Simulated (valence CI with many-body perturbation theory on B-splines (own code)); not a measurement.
# Xe VI: electric-dipole lines

Level of theory: relativistic CI+MBPT: three valence electrons over a frozen Dirac-Fock core [Kr] 4d10, radial functions for each j: 11 s, 11 p, 9 d, 7 f, 5 g, 2 h, 1 i, with the one-electron correlation potential Σ1 (screened to all orders), the two-electron term Σ2, the three-electron term Σ3, Breit, model QED; selected single and double excitations, second order for the rest, scaled by the run's own slope (own B-spline code, finite nucleus).

Against 16 measured levels this calculation errs by 304 cm⁻¹ on average and by 782 at most. These come from a selection out of Saloman, J. Phys. Chem. Ref. Data 33, 765 (2004). Levels without a partner in it may be off by more, other configurations by several thousand cm⁻¹.

Lines 201 to 234 of 234 in falling wavelength, among levels below 329960 cm⁻¹, chosen from the strongest by gf and those to the six lowest levels. Wavelengths and rates use the calculated energies, so an error of 300 cm⁻¹ moves a line at 445.9 Å by 0.13 % and its rate by three times that or more. Electric multipoles are in the length gauge, E1 and E2 with the static RPA response of the core. Weak lines are less certain than strong ones. Lines between different terms over intervals too small for the method are left out, as are lines whose strength nearly cancels. Where a level lies close to another of its J and parity, the split of strength between their lines is uncertain. The highest levels of a list are the least certain.

Names give the largest LS component (configuration and term), which can be under half, so a name can repeat, a term be missing and a line seem to break the LS rules; names also repeat where a configuration has a term twice. Letters in brackets count levels of one name in rising energy.

```
λ vac (Å)                 Upper           Lower   A (s⁻¹)  S (a.u.)
    464.6  5s 5p 5d 2P°_3/2 [a]   5s 5p2 4P_1/2  7.21e+07  1.43e-02
    464.4  5s 5p 6s 4P°_3/2 [a]   5s 5p2 4P_5/2  3.21e+09  6.34e-01
    462.3  5s 5p 5d 2F°_5/2 [b]   5s 5p2 4P_3/2  3.02e+07  8.85e-03
    460.9  5s 5p 6s 4P°_3/2 [b]   5s 5p2 4P_5/2  2.33e+09  4.50e-01
    459.1  5s 5p 5d 2D°_5/2 [b]   5s 5p2 4P_5/2  1.95e+07  5.58e-03
    456.2      5s 5p 6s 4P°_1/2   5s 5p2 4P_3/2  8.77e+09  8.22e-01
    456.0  5s 5p 5d 2P°_3/2 [b]   5s 5p2 4P_5/2  1.98e+08  3.71e-02
    451.4  5s 5p 5d 2P°_1/2 [a]   5s 5p2 4P_1/2  1.29e+07  1.17e-03
    450.1  5s 5p 6s 4P°_3/2 [a]   5s 5p2 4P_3/2  3.98e+08  7.17e-02
    448.0  5s 5p 5d 2P°_1/2 [b]   5s 5p2 4P_3/2  1.00e+08  8.89e-03
    446.8  5s 5p 6s 4P°_3/2 [b]   5s 5p2 4P_3/2  6.91e+08  1.22e-01
    445.9         5s2 6s 2S_1/2  5s2 5p 2P°_1/2  4.96e+09  4.34e-01
    445.1  5s 5p 5d 2D°_5/2 [b]   5s 5p2 4P_3/2  1.23e+07  3.21e-03
    442.2  5s 5p 5d 2P°_3/2 [b]   5s 5p2 4P_3/2  1.72e+08  2.94e-02
    440.5      5s 5p 6s 4P°_1/2   5s 5p2 4P_1/2  1.83e+09  1.55e-01
    434.8  5s 5p 6s 4P°_3/2 [a]   5s 5p2 4P_1/2  2.05e+09  3.32e-01
    432.9  5s 5p 5d 2P°_1/2 [b]   5s 5p2 4P_1/2  9.55e+05  7.64e-05
    431.8  5s 5p 6s 4P°_3/2 [b]   5s 5p2 4P_1/2  1.96e+09  3.12e-01
    427.5  5s 5p 5d 2P°_3/2 [b]   5s 5p2 4P_1/2  3.07e+08  4.74e-02
    390.1       4f 5s 5p 4G_5/2  5s2 5p 2P°_3/2  4.50e+06  7.91e-04
    384.0       4f 5s 5p 4F_3/2  5s2 5p 2P°_3/2  7.25e+06  8.10e-04
    383.7       4f 5s 5p 4F_5/2  5s2 5p 2P°_3/2  9.52e+06  1.59e-03
    376.0   4f 5s 5p 2F_5/2 [a]  5s2 5p 2P°_3/2  1.86e+07  2.93e-03
    362.3       4f 5s 5p 4F_3/2  5s2 5p 2P°_1/2  3.31e+07  3.11e-03
    361.8       4f 5s 5p 4D_5/2  5s2 5p 2P°_3/2  1.48e+07  2.07e-03
    359.4       4f 5s 5p 4D_3/2  5s2 5p 2P°_3/2  1.06e+06  9.73e-05
    358.0       4f 5s 5p 4D_1/2  5s2 5p 2P°_3/2  8.54e+03  3.87e-07
    350.5   4f 5s 5p 2D_5/2 [a]  5s2 5p 2P°_3/2  1.76e+08  2.25e-02
    343.6   4f 5s 5p 2D_3/2 [a]  5s2 5p 2P°_3/2  6.25e+07  5.00e-03
    340.3       4f 5s 5p 4D_3/2  5s2 5p 2P°_1/2  5.73e+06  4.46e-04
    339.1       4f 5s 5p 4D_1/2  5s2 5p 2P°_1/2  1.92e+04  7.39e-07
    331.8   4f 5s 5p 2F_5/2 [b]  5s2 5p 2P°_3/2  1.40e+07  1.52e-03
    326.1   4f 5s 5p 2D_3/2 [a]  5s2 5p 2P°_1/2  2.43e+08  1.67e-02
    308.6   4f 5s 5p 2D_3/2 [b]  5s2 5p 2P°_1/2  3.15e+06  1.83e-04
```
